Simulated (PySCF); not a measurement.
**ZrN: a composite coupled-cluster calculation**

State: ²Σ⁺, doublet, unpaired electrons σ ↑. De refers to Zr (4d2 5s2) + N. ROHF-based CCSD(T) in PySCF 2.14 with Zr aug-cc-pVDZ-PP with ECP28, N aug-cc-pVDZ and Zr aug-cc-pVTZ-PP with ECP28, N aug-cc-pVTZ (frozen core orbitals: 5; scalar-relativistic core potentials). Correlation energies are extrapolated as n⁻³ (n = 2, 3), Hartree–Fock as (n+1)·exp(−9√n).

```csv
Level,Re (Å),ωe (cm⁻¹),ωexe (cm⁻¹),αe (cm⁻¹),De (eV)
CCSD(T)/DZ,1.7396,969.3,3.56,0.00227,5.219
CCSD(T)/TZ,1.7238,985.5,3.46,0.00220,5.743
HF/CBS,1.6432,1155.9,2.81,0.00191,1.670
MP2/CBS,1.7561,940.3,2.11,0.00178,7.134
CCSD/CBS,1.6993,1053.9,3.17,0.00194,5.351
CCSD(T)/CBS,1.7229,987.3,3.38,0.00216,5.906
```

How much is left between CCSD(T)/TZ and the basis-set limit, and how much do the triples give at the limit?

CCSD(T)/CBS less CCSD(T)/TZ: -0.9 mÅ in Re, +1.8 cm⁻¹ in ωe and +0.163 eV in De. CCSD(T)/CBS less CCSD/CBS: +23.6 mÅ in Re, -66.6 cm⁻¹ in ωe and +0.555 eV in De.

The T1 diagnostic is 0.038, large enough to doubt a single reference. The state was picked by a PBE0 search and need not be the measured ground state. Spin–orbit coupling, excitations beyond (T) and corrections to the Born–Oppenheimer picture are left out.

The whole job (state search and all basis sets along the bond) took about 8.1 min on 4 threads of Intel Xeon 6975P-C (shared host), peak memory 15 GiB.
